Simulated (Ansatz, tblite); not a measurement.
Spin states of Tl2F, each relaxed with PBE0-D4/def2-TZVP in Ansatz. Electronic energies in the gas phase.

In the def2 sets Tl takes a core potential; there is no spin–orbit coupling. The xTB rows come from tblite. B3LYP takes the VWN-RPA correlation. HSE06 is defined as in plane-wave codes, on full-range PBE exchange. Correlated methods freeze 9 core orbitals; core or outer-core shells of Tl are correlated, in sets that lack core-valence functions. In CCSD on the charge 0 quartet the largest single amplitude is 0.19, so its Hartree–Fock determinant may place the open shell otherwise than the density functionals do. The structure comes from a short search, and lower isomers may exist.

Doublet geometry (C2v within 0.1 Å):

```csv
atom,x (Å),y (Å),z (Å)
Tl1,-0.2062,-1.0979,1.3665
Tl2,0.7113,0.1858,-1.6046
F3,-0.5050,0.9121,0.2381
```

Quartet geometry (C2v within 0.1 Å):

Cartesian coordinates in Å:
```
Tl -1.3158 -0.0786 -0.7963
Tl 0.5194 0.9489 1.0961
F 0.7965 -0.8703 -0.2998
```

⟨S²⟩: doublet 0.75 at PBE0-D4/def2-TZVP (pure 0.75), quartet 3.76 at PBE0-D4/def2-TZVP (pure 3.75).

Only these spin states were relaxed.

| level | quartet − doublet (kcal/mol) | lowest of these |
| --- | --- | --- |
| r2SCAN-D4/def2-TZVP | 96.3 | doublet |
| B97M-V/def2-TZVP | 98.5 | doublet |
| PBE0-D4/def2-TZVP | 99.5 | doublet |
| BHLYP-D4/def2-TZVP | 105.7 | doublet |
| RPA@PBE/def2-TZVP | 100.5 | doublet |
| MP2/def2-TZVP | 113.3 | doublet |
| MP2/def2-TZVPP | 113.3 | doublet |
| CCSD/def2-TZVPP | 105.1 | doublet |
| CCSD(T)/def2-TZVPP | 102.6 | doublet |

Problem. Estimate the rows for GFN1-xTB, GFN2-xTB, HF/def2-TZVP, HF/def2-TZVPP, PBE-D4/def2-TZVP, B3LYP-D4/def2-TZVP, HSE06-D4/def2-TZVP, B2PLYP/def2-TZVP.

Solution. 
| level | quartet − doublet (kcal/mol) | lowest of these |
| --- | --- | --- |
| GFN1-xTB | 132.4 | doublet |
| GFN2-xTB | 189.0 | doublet |
| HF/def2-TZVP | 89.0 | doublet |
| HF/def2-TZVPP | 89.0 | doublet |
| PBE-D4/def2-TZVP | 98.7 | doublet |
| B3LYP-D4/def2-TZVP | 104.6 | doublet |
| HSE06-D4/def2-TZVP | 99.2 | doublet |
| B2PLYP/def2-TZVP | 104.7 | doublet |

The xTB methods have no term that favours high spin, so they put low spin too low.
